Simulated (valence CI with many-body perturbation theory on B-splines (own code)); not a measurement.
## Cs⁴⁹⁺: electric-dipole lines

Level of theory: valence CI with perturbative core correlation (CI+MBPT): four valence electrons over a frozen Dirac-Fock core [He], a basis of 11 s, 11 p, 10 d, 8 f, 5 g, 2 h functions for each j, with the one-electron correlation potential Σ1, the two-electron term Σ2, the three-electron term Σ3, Breit, model QED; selected CI, second order for the rest, scaled by the run's own slope (own B-spline code, finite nucleus).

No measured spectrum was set against this ion. As an estimate, large intervals hold to a few tenths of a per cent, small ones and those within an open d or f shell to about a per cent. Among the levels kept, up to 890 cm⁻¹ of a level comes from second order outside the variational space, and about a tenth of that is noise between levels of different J, which matters for small intervals.

Lines 151 to 200 of 542 in falling wavelength, among levels below 489.37 Ry, chosen from the strongest by gf and those to the six lowest levels. Wavelengths and rates use the calculated energies. Electric multipoles are in the length gauge with retardation, E1 and E2 with the static RPA response of the core. Weak lines are less certain than strong ones. Lines between different terms over intervals too small for the method are left out, as are lines whose strength nearly cancels. The highest levels of a list are the least certain.

Levels are named by their leading jj configuration (3d3/2^4 stands for four electrons in 3d with j = 3/2), which in mixed levels can hold well under half, so a name can repeat and another be missing. Letters in brackets count levels of one name in rising energy.

```csv
λ vac (nm),Upper,Lower,A (s⁻¹),log gf,Branch %
2.282,(2p1/2 2p3/2^2 3p3/2) J=3 [a],(2s 2p1/2 2p3/2 3p3/2) J=2 [c],3.12e+11,-0.77,0.3
2.273,(2p1/2 2p3/2^2 3p3/2) J=3 [b],(2s 2p1/2 2p3/2 3p3/2) J=2 [d],1.73e+11,-1.03,0.1
2.269,(2p1/2 2p3/2^2 3p1/2) J=2 [a],(2s 2p1/2 2p3/2 3p1/2) J=1 [b],3.36e+11,-0.89,0.2
2.232,(2s 2p1/2 2p3/2^2) J=3,(2s^2 2p1/2 2p3/2) J=2,1.88e+11,-1.01,95.5
2.231,(2p1/2 2p3/2^2 3p3/2) J=4,(2s 2p1/2 2p3/2 3p3/2) J=3 [c],5.17e+11,-0.46,0.5
2.222,(2p1/2 2p3/2^2 3p1/2) J=2 [b],(2s 2p1/2 2p3/2 3p1/2) J=1 [c],3.44e+11,-0.90,0.2
2.217,(2p1/2 2p3/2^2 3d3/2) J=4,(2s 2p1/2 2p3/2 3d3/2) J=3 [c],4.00e+11,-0.58,16.9
2.216,(2p1/2 2p3/2^2 3d3/2) J=3 [b],(2s 2p1/2 2p3/2 3d3/2) J=2 [d],1.96e+11,-1.00,0.0
2.215,(2p1/2 2p3/2^2 3p1/2) J=3,(2s 2p1/2 2p3/2 3p1/2) J=2 [c],3.25e+11,-0.78,0.1
2.174,(2s 2p3/2^2 3p3/2) J=3 [b],(2s 2p1/2 2p3/2 3s) J=2 [c],3.51e+11,-0.76,0.5
2.172,(2p1/2 2p3/2^2 3p3/2) J=2 [b],(2s 2p1/2 2p3/2 3p3/2) J=1 [d],4.82e+11,-0.77,0.4
2.163,(2p1/2 2p3/2^3) J=1,(2s 2p1/2 2p3/2^2) J=1 [b],4.54e+11,-1.02,20.3
2.135,(2s 2p1/2 2p3/2 3d5/2) J=2 [b],(2s^2 2p1/2 3d3/2) J=2,3.76e+11,-0.89,0.3
2.134,(2s 2p3/2^3) J=2,(2s^2 2p3/2^2) J=2,7.39e+11,-0.60,98.3
2.129,(2s 2p3/2^2 3d5/2) J=4 [b],(2s^2 2p3/2 3d5/2) J=3,2.64e+11,-0.79,4.8
2.121,(2s 2p1/2 2p3/2 3d5/2) J=3 [c],(2s^2 2p1/2 3d5/2) J=2,7.51e+11,-0.45,0.6
2.119,(2s 2p1/2 2p3/2 3d5/2) J=4 [c],(2s^2 2p1/2 3d5/2) J=3,6.70e+11,-0.39,0.5
2.113,(2p1/2 2p3/2^3) J=1,(2s 2p1/2 2p3/2^2) J=1 [a],7.30e+11,-0.83,32.6
2.111,(2p1/2^2 2p3/2^2) J=2,(2s 2p1/2^2 2p3/2) J=1,5.72e+11,-0.72,41.0
2.110,(2s 2p1/2 2p3/2 3p3/2) J=3 [c],(2s^2 2p1/2 3p3/2) J=2,7.49e+11,-0.46,1.1
2.108,(2s 2p3/2^2 3d5/2) J=2 [b],(2s^2 2p3/2 3d5/2) J=1,4.37e+11,-0.84,0.6
2.102,(2s 2p3/2^2 3d5/2) J=3 [c],(2s^2 2p3/2 3d5/2) J=3,6.12e+11,-0.55,0.1
2.100,(2p1/2^2 2p3/2 3d5/2) J=2,(2s 2p1/2^2 3d5/2) J=2,3.81e+11,-0.90,0.1
2.093,(2p3/2^4) J=0,(2s 2p3/2^3) J=1,2.87e+12,-0.73,97.3
2.092,(2p1/2^2 2p3/2 3p3/2) J=1,(2s 2p1/2^2 3p3/2) J=1,5.50e+11,-0.97,0.4
2.091,(2p1/2 2p3/2^3) J=2,(2s 2p1/2 2p3/2^2) J=2 [b],1.22e+12,-0.40,59.2
2.090,(2p1/2 2p3/2^2 3p3/2) J=3 [b],(2s 2p1/2 2p3/2 3p3/2) J=3 [b],4.54e+11,-0.68,0.4
2.089,(2s 2p1/2 2p3/2 3d3/2) J=3 [c],(2s^2 2p1/2 3d3/2) J=2,6.28e+11,-0.54,0.6
2.086,(2s 2p3/2^2 3p3/2) J=2 [c],(2s^2 2p3/2 3p3/2) J=2,7.81e+11,-0.59,2.5
2.085,(2s 2p1/2 2p3/2 3p1/2) J=1 [c],(2s^2 2p1/2 3p1/2) J=0,6.73e+11,-0.88,0.5
2.085,(2s 2p1/2 2p3/2 3p1/2) J=2 [c],(2s^2 2p1/2 3p1/2) J=1,4.81e+11,-0.80,0.3
2.084,(2p1/2 2p3/2^2 3p3/2) J=2 [c],(2s 2p1/2 2p3/2 3p3/2) J=2 [d],6.15e+11,-0.70,0.5
2.083,(2s 2p1/2 2p3/2 3p1/2) J=1 [b],(2s^2 2p1/2 3p1/2) J=1,9.23e+11,-0.74,3.2
2.081,(2s 2p1/2 2p3/2 3d5/2) J=3 [d],(2s^2 2p1/2 3d5/2) J=3,8.42e+11,-0.42,0.1
2.080,(2s 2p1/2 2p3/2 3d3/2) J=1 [d],(2s^2 2p1/2 3d3/2) J=1,5.67e+11,-0.96,0.2
2.080,(2p1/2^2 2p3/2 3d5/2) J=4,(2s 2p1/2^2 3d5/2) J=3,4.88e+11,-0.55,26.0
2.078,(2s^2 2p3/2 3d5/2) J=2,(2s^2 2p1/2 3p1/2) J=1,3.10e+11,-1.00,0.1
2.077,(2p1/2^2 2p3/2 3p3/2) J=3,(2s 2p1/2^2 3p3/2) J=2,5.79e+11,-0.58,0.5
2.077,(2s 2p1/2 2p3/2 3p3/2) J=2 [d],(2s^2 2p1/2 3p3/2) J=2,8.66e+11,-0.55,1.4
2.076,(2s 2p1/2 2p3/2 3s) J=1 [b],(2s^2 2p1/2 3s) J=0,6.18e+11,-0.92,0.9
2.075,(2s 2p1/2 2p3/2 3s) J=1 [c],(2s^2 2p1/2 3s) J=1,7.30e+11,-0.85,1.4
2.073,(2s 2p1/2 2p3/2 3d5/2) J=2 [c],(2s^2 2p1/2 3d5/2) J=2,7.85e+11,-0.60,0.1
2.073,(2s 2p1/2 2p3/2 3d5/2) J=2 [d],(2s^2 2p1/2 3d5/2) J=3,9.65e+11,-0.51,0.2
2.072,(2s 2p1/2 2p3/2 3p3/2) J=2 [c],(2s 2p1/2^2 3s) J=1,5.90e+11,-0.72,1.1
2.071,(2p1/2^2 2p3/2 3d3/2) J=2,(2s 2p1/2^2 3d3/2) J=2,2.87e+11,-1.04,0.9
2.071,(2s 2p1/2 2p3/2 3d5/2) J=1 [c],(2s^2 2p1/2 3d5/2) J=2,8.77e+11,-0.77,0.2
2.069,(2s 2p3/2^2 3p3/2) J=2 [b],(2s^2 2p3/2 3p3/2) J=3,6.05e+11,-0.71,2.9
2.069,(2p1/2^2 2p3/2 3p1/2) J=2,(2s^2 2p1/2 3d3/2) J=1,5.94e+11,-0.72,0.5
2.066,(2s 2p1/2 2p3/2 3d3/2) J=1 [c],(2s^2 2p1/2 3d3/2) J=2,9.99e+11,-0.72,0.7
2.063,(2s 2p1/2 2p3/2 3s) J=2 [c],(2s^2 2p1/2 3s) J=1,7.37e+11,-0.63,1.8
```

Problem. How does gf follow from A for the line at 2.090 nm?

Solution. gf = 1.4992 × (2J+1)_upper × A / σ², with σ = 4785812 cm⁻¹ and 2J+1 = 7: gf = 0.208.
